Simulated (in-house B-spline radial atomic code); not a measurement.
Response of S V (S4+) as one setting changes: the share of exact exchange in a PBE hybrid. A dash marks a strongly mixed or unbound state. Computed with a B-spline radial code for spherical atoms: linear response of the closed shell [Ne] 3s2 with the functional's adiabatic kernel; non-relativistic, point nucleus, no spin-orbit coupling, no double excitations, S, P, D and F terms only.

```
share of exact exchange in a PBE hybrid  lowest 1P (eV)  lowest 3P, Tamm-Dancoff (eV)  minus highest occupied level (eV)  α (bohr³)
                                      0  3s → 3p 15.628                 3s → 3p 9.907                              65.74      4.235
                                    0.1  3s → 3p 15.581                 3s → 3p 9.839                              66.36      4.271
                                    0.2  3s → 3p 15.534                 3s → 3p 9.771                              66.97      4.306
                                    0.3               ?                             ?                                  ?          ?
                                    0.4  3s → 3p 15.437                 3s → 3p 9.636                              68.18      4.379
                                    0.5               ?                             ?                                  ?          ?
                                    0.6  3s → 3p 15.338                 3s → 3p 9.501                              69.39      4.455
                                    0.7  3s → 3p 15.288                 3s → 3p 9.434                              70.00      4.494
                                    0.8  3s → 3p 15.237                 3s → 3p 9.367                              70.60      4.534
                                    0.9  3s → 3p 15.186                 3s → 3p 9.300                              71.20      4.574
                                      1  3s → 3p 15.134                 3s → 3p 9.234                              71.80      4.615
```

Q: What belongs in the row for 0.5?

A: lowest 1P (eV): 3s → 3p 15.388; lowest 3P, Tamm-Dancoff (eV): 3s → 3p 9.568; minus highest occupied level (eV): 68.79; α (bohr³): 4.417.

Q: What belongs in the row for 0.3?

A: lowest 1P (eV): 3s → 3p 15.485; lowest 3P, Tamm-Dancoff (eV): 3s → 3p 9.703; minus highest occupied level (eV): 67.57; α (bohr³): 4.343.
